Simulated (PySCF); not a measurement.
Several molecules and their computed UV-vis stick spectra, shuffled. Theory: TDDFT CAM-B3LYP/def2-SVPD, vertical, gas phase, core orbitals frozen in the response (PySCF). Geometries: GFN2-xTB; one conformer of each isolated species. Triplets are in the Tamm–Dancoff approximation.

A. `[H]/N=C\C=N\C(C)C`
B. `C#CC(=S)N(C)C`
C. `C1[SiH2][C@H](F)[C@@H]1C(O)=O`
D. `[P@](C)(O)(CCC)=O`
E. `Cc1sccc1N`

Lowest singlet levels (six at most, fewer where fewer were computed) with oscillator strengths:

1. 214 nm (f 0.000); 183 nm (f 0.024); 171 nm (f 0.043); 165 nm (f 0.050); 162 nm (f 0.014); 160 nm (f 0.026); T1 5.29 eV
2. 301 nm (f 0.001); 285 nm (f 0.004); 206 nm (f 0.332); 167 nm (f 0.003); 160 nm (f 0.054); 160 nm (f 0.024); T1 3.43 eV
3. 436 nm (f 0.000); 286 nm (f 0.176); 236 nm (f 0.001); 224 nm (f 0.087); 209 nm (f 0.013); 206 nm (f 0.003); T1 2.55 eV
4. 249 nm (f 0.017); 246 nm (f 0.085); 223 nm (f 0.016); 209 nm (f 0.065); 207 nm (f 0.008); 202 nm (f 0.015); T1 3.47 eV
5. 165 nm (f 0.059); 160 nm (f 0.005); 158 nm (f 0.064); 148 nm (f 0.004); 145 nm (f 0.015); 144 nm (f 0.009); T1 7.30 eV

Problem. Match each spectrum to its molecule.

Solution. 1 = C, 2 = A, 3 = B, 4 = E, 5 = D.
- A: S1 at 4.12 eV, HOMO→LUMO (95%); Löwdin shares by element: HOMO nitrogen 57%, carbon 24% or more (atoms not listed hold the other 19%); LUMO nitrogen 44%, carbon 42% or more; HOMO -9.04 and LUMO -0.73 eV.
- B: S1 at 2.84 eV, HOMO→LUMO (98%); Löwdin shares by element: HOMO sulfur 71%, carbon 20% or more; LUMO carbon 41% or more, sulfur 24%, nitrogen 13% (atoms not listed hold the other 22%); HOMO -7.35 and LUMO -0.73 eV; point group Cs, 1 of its 6 listed states under f = 0.0005.
- C: S1 at 5.80 eV, HOMO→LUMO+2 (31%), HOMO→LUMO (21%), HOMO-1→LUMO+2 (19%); Löwdin shares by element: HOMO carbon 29% or more, oxygen 29% or more, silicon 12% (atoms not listed hold the other 30%); LUMO silicon 27%, carbon 20% or more, hydrogen 9% or more (atoms not listed hold the other 45%); HOMO -9.45 and LUMO 0.56 eV.
- D: S1 at 7.49 eV, HOMO→LUMO (85%), HOMO→LUMO+1 (9%); Löwdin shares by element: HOMO oxygen 50% or more, carbon 22% or more, phosphorus 14%; LUMO carbon 23% or more, oxygen 13% or more, hydrogen 7% or more (atoms not listed hold the other 58%); HOMO -9.20 and LUMO 1.04 eV.
- E: S1 at 4.98 eV, HOMO→LUMO+1 (56%), HOMO→LUMO (34%); Löwdin shares by element: HOMO carbon 40% or more, nitrogen 22%, sulfur 13% (atoms not listed hold the other 25%); LUMO carbon 53% or more, sulfur 22% (atoms not listed hold the other 24%); HOMO -6.89 and LUMO 1.00 eV.
